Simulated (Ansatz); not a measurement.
Cost and result for the atomization energy of CH3FOZn (`FC[O][ZnH]`) (7 atoms, 6 bonds).

The species carries charge 0 and has multiplicity 1. For Zn the d shell is correlated and the shells below it are frozen. Scalar relativity is left out up to krypton. The geometry is a stationary point of PBE0-D4/def2-TZVP. It is one conformer, not always the lowest. Program: Ansatz. All runs use 4 threads of an Arm Neoverse V1 on a shared host. Times are those of one run each, without the atoms' runs, and a repeat can differ threefold. Electronic energies, without spin–orbit coupling; frozen cores. CCSD(T)/CBS adds CCSD(T) − MP2 in def2-TZVPP to the MP2 limit, and its time is that of the two runs behind it. T1 = 0.016. With those shells the extrapolation isn't a true limit. B3LYP takes the VWN-RPA correlation (the form of Gaussian; ORCA's B3LYP/G).

CCSD(T)/CBS is a level of theory with its own doubt, some kJ/mol a heavy atom from the limit and from the frozen cores, so smaller differences don't rank the functionals.

| level | functions | wall time |
| --- | --- | --- |
| PBE-D4/def2-TZVPP (with forces) | 199 | 2 s |
| PBE0-D4/def2-TZVPP | 199 | 2.3 s |
| B3LYP-D4/def2-TZVPP (with forces) | 199 | 3.3 s |
| B2PLYP/def2-TZVPP | 199 | 3.7 s |
| r2SCAN-D4/def2-TZVPP (with forces) | 199 | 4 s |
| ωB97X-V/def2-TZVPP | 199 | 5.5 s |
| ωB97M-V/def2-TZVPP (with forces) | 199 | 8 s |
| MP2/def2-QZVPP | 361 | 12 s |
| CCSD(T)/def2-TZVPP | 199 | 67 s |
| CCSD(T)/CBS(def2) | – | 79 s |

Task: What atomization energy does each give, and how far from CCSD(T)/CBS? (Estimate.)

Result: The calculation gave: 
```csv
level,atomization (kcal/mol),difference from CCSD(T)/CBS,per bond
PBE-D4/def2-TZVPP (with forces),551.4,13.5,2.3
PBE0-D4/def2-TZVPP,535.5,-2.4,-0.4
B3LYP-D4/def2-TZVPP (with forces),531.8,-6.1,-1.0
B2PLYP/def2-TZVPP,530.2,-7.7,-1.3
r2SCAN-D4/def2-TZVPP (with forces),543.0,5.1,0.9
ωB97X-V/def2-TZVPP,541.7,3.8,0.6
ωB97M-V/def2-TZVPP (with forces),539.1,1.2,0.2
MP2/def2-QZVPP,549.6,11.7,2.0
CCSD(T)/def2-TZVPP,523.2,-14.7,-2.4
CCSD(T)/CBS(def2),537.9,0.0,0.0
```

In def2-TZVPP, CCSD(T) changes the Hartree–Fock value by +154.4 kcal/mol (the triples alone add +9.8 kcal/mol) and MP2 by +171.7 kcal/mol; breaking electron pairs costs correlation energy, which Hartree–Fock lacks. The D4 term adds +3.9 kcal/mol with B3LYP and +2.0 kcal/mol with PBE0; it sums over pairs of atoms, weighted by their polarisabilities, and B3LYP, whose exchange is more repulsive, gets the larger term. From PBE to PBE0 (25 % exact exchange), in def2-TZVPP and without D4, the atomization energy moves by −15.5 kcal/mol: exact exchange takes away binding that semilocal exchange gives to molecules.
